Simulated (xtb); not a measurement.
xtb input (GFN2-xTB):

```bash
xtb mol.xyz --gfn 2 --ohess tight --chrg -1 --uhf 0
```
mol.xyz:
```
8

Si     2.76787477    -0.08706238    -0.24248000
O      1.09556447     0.42767153     0.33855990
Si    -0.30647076     0.05471608    -0.34830277
Cl    -1.13292341    -1.72156063     0.37381741
Cl    -1.74419620     1.56969983     0.14225835
H      2.27728067    -1.45186943    -0.74571974
H      2.65554792     0.53964260    -1.61114375
H     -0.34400824    -0.03483326    -1.82102711
```

Output:

```
           -------------------------------------------------
          |                Calculation Setup                |
           -------------------------------------------------

           -------------------------------------------------
          |                 G F N 2 - x T B                 |
           -------------------------------------------------

        Reference                      10.1021/acs.jctc.8b01176
      * Hamiltonian:
        H0-scaling (s, p, d)           1.850000    2.230000    2.230000
        zeta-weighting                 0.500000
      * Dispersion:
        s8                             2.700000
        a1                             0.520000
        a2                             5.000000
        s9                             5.000000
      * Repulsion:
        kExp                           1.500000    1.000000
        rExp                           1.000000
      * Coulomb:
        alpha                          2.000000
        third order                    shell-resolved
        anisotropic                    true
        a3                             3.000000
        a5                             4.000000
        cn-shift                       1.200000
        cn-exp                         4.000000
        max-rad                        5.000000

          ...................................................
          :                      SETUP                      :
          :.................................................:
          :  # basis functions                  47          :
          :  # atomic orbitals                  43          :
          :  # shells                           17          :
          :  # electrons                        32          :
          :  max. iterations                   250          :
          :  Hamiltonian                  GFN2-xTB          :
          :  restarted?                      false          :
          :  GBSA solvation                  false          :
          :  PC potential                    false          :
          :  electronic temp.          300.0000000     K    :
          :  accuracy                    1.0000000          :
          :  -> integral cutoff          0.2500000E+02      :
          :  -> integral neglect         0.1000000E-07      :
          :  -> SCF convergence          0.1000000E-05 Eh   :
          :  -> wf. convergence          0.1000000E-03 e    :
          :  Broyden damping             0.4000000          :
          :  net charge                         -1          :
          :  unpaired electrons                  0          :
          ...................................................

 iter      E             dE          RMSdq      gap      omega  full diag
   1    -18.3407740 -0.183408E+02  0.119E+01    3.21       0.0  T
   2    -18.5015346 -0.160761E+00  0.884E+00    1.69       1.0  T
   3    -18.5209765 -0.194419E-01  0.592E+00    2.95       1.0  T
   4    -18.5112300  0.974651E-02  0.304E+00    1.46       1.0  T
   5    -18.5327882 -0.215582E-01  0.142E+00    2.75       1.0  T
   6    -18.5424746 -0.968642E-02  0.484E-01    2.53       1.0  T
[...]

     #   Z          #   Z                                           value/Å
     2   8 O        3  14 Si                                      1.5408102
     3  14 Si       4  17 Cl                                      2.0511015
     3  14 Si       5  17 Cl                                      2.0599086 (max)
     1  14 Si       6   1 H                                       1.4964244
     1  14 Si       7   1 H                                       1.4955882
Molecule has no symmetry elements
It seems to be the C1 point group
     3  14 Si       8   1 H                                       1.4535501 (min)

 * 3 distinct bonds (by element types)

   Z      Z             #   av. dist./Å        max./Å        min./Å
   1 H   14 Si          3     1.4818543     1.4964244     1.4535501
   8 O   14 Si          1     1.5408102     1.5408102     1.5408102
  14 Si  17 Cl          2     2.0555051     2.0599086     2.0511015

           -------------------------------------------------
          |               Frequency Printout                |
           -------------------------------------------------
 projected vibrational frequencies (cm⁻¹)
eigval :       -0.00    -0.00    -0.00     0.00     0.00     0.00
eigval :       31.58    87.14    97.03   132.14   188.32   225.73
eigval :      378.08   438.08   452.76   641.34   688.93   697.94
eigval :      741.67   929.57  1189.89  1849.93  1911.52  2322.07
 reduced masses (amu)
   1: 33.39   2: 27.07   3: 29.07   4: 26.99   5: 33.12   6: 32.54   7: 24.68   8:  5.35
   9: 20.64  10: 32.10  11: 28.81  12: 24.05  13: 22.87  14: 29.95  15: 29.53  16:  2.20
  17:  2.47  18:  2.31  19:  3.13  20:  2.32  21: 20.13  22:  2.09  23:  1.62  24:  1.86
 IR intensities (km·mol⁻¹)
   1:  0.41   2:  6.09   3:  6.20   4:  5.58   5:  2.47   6:  3.00   7:  0.59   8:  4.20
   9:  2.09  10:  7.16  11:  7.20  12: 22.56  13:191.54  14: 21.00  15: 96.88  16:  3.72
  17:275.72  18:359.38  19: 93.93  20:307.71  21:439.23  22:******  23:280.68  24:223.82
 Raman intensities (Ä⁴*amu⁻¹)
   1:  0.00   2:  0.00   3:  0.00   4:  0.00   5:  0.00   6:  0.00   7:  0.00   8:  0.00
   9:  0.00  10:  0.00  11:  0.00  12:  0.00  13:  0.00  14:  0.00  15:  0.00  16:  0.00
  17:  0.00  18:  0.00  19:  0.00  20:  0.00  21:  0.00  22:  0.00  23:  0.00  24:  0.00
 output can be read by thermo (or use thermo option).
 writing <g98.out> molden fake output.
 recommended (thermochemical) frequency scaling factor: 1.0
           -------------------------------------------------
          |             Thermodynamic Functions             |
           -------------------------------------------------

c1  symmetry found (for desy threshold:  0.10E+00) used in thermo

          ...................................................
          :                      SETUP                      :
          :.................................................:
          :  # frequencies                          18      :
          :  # imaginary freq.                       0      :
          :  linear?                             false      :
          :  only rotor calc.                    false      :
          :  symmetry                               c1      :
          :  rotational number                       1      :
          :  scaling factor                  1.0000000      :
          :  rotor cutoff                   50.0000000 cm⁻¹ :
          :  imag. cutoff                  -20.0000000 cm⁻¹ :
          :.................................................:

    mode    ω/cm⁻¹     T·S(HO)/kcal·mol⁻¹    T·S(FR)/kcal·mol⁻¹   T·S(vib)
   ------------------------------------------------------------------------
       1     31.58    -1.70762 ( 13.73%)    -1.19224 ( 86.27%)    -1.26303
       2     87.14    -1.11007 ( 90.22%)    -0.89183 (  9.78%)    -1.08873
       3     97.03    -1.04744 ( 93.41%)    -0.86002 (  6.59%)    -1.03509
       4    132.14    -0.86899 ( 97.99%)    -0.76855 (  2.01%)    -0.86697
       5    188.32    -0.66913 ( 99.51%)    -0.66363 (  0.49%)    -0.66910
       6    225.73    -0.57025 ( 99.76%)    -0.60996 (  0.24%)    -0.57035
   ------------------------------------------------------------------------

   temp. (K)  partition function   enthalpy   heat capacity  entropy
                                   cal/mol     cal/K/mol   cal/K/mol   J/K/mol
 298.15  VIB   530.                 3483.148     18.789     22.537
         ROT  0.531E+06              888.752      2.981     29.177
         INT  0.281E+09             4371.900     21.770     51.714
         TR   0.171E+28             1481.254      4.968     40.830
Note: The following floating-point exceptions are signalling: IEEE_UNDERFLOW_FLAG IEEE_DENORMAL
normal termination of xtb
         TOT                        5853.1543    26.7383    92.5437   387.2028

       T/K    H(0)-H(T)+PV         H(T)/Eh          T*S/Eh         G(T)/Eh
   ------------------------------------------------------------------------
    298.15    0.932760E-02    0.389522E-01    0.439705E-01   -0.501825E-02
   ------------------------------------------------------------------------

         :::::::::::::::::::::::::::::::::::::::::::::::::::::
         ::                  THERMODYNAMIC                  ::
         :::::::::::::::::::::::::::::::::::::::::::::::::::::
         :: total free energy         -18.511796594500 Eh   ::
         ::.................................................::
         :: total energy              -18.506778345200 Eh   ::
         :: zero point energy           0.029624650734 Eh   ::
         :: G(RRHO) w/o ZPVE           -0.034642900034 Eh   ::
         :: G(RRHO) contrib.           -0.005018249300 Eh   ::
         :::::::::::::::::::::::::::::::::::::::::::::::::::::

optimized geometry written to: xtbopt.xyz

           -------------------------------------------------
          | TOTAL ENERGY              -18.506778345200 Eh   |
          | TOTAL ENTHALPY            -18.467826099377 Eh   |
          | TOTAL FREE ENERGY         -18.511796594500 Eh   |
          | GRADIENT NORM               0.000104570403 Eh/α |
          | HOMO-LUMO GAP               2.738034056818 eV   |
           -------------------------------------------------

------------------------------------------------------------------------
------------------------------------------------------------------------
 total:
 SCF:
 ANC optimizer:
 analytical hessian:
```

It need not be the lowest isomer of its formula. Whether it binds its extra electron was not tested at this geometry.
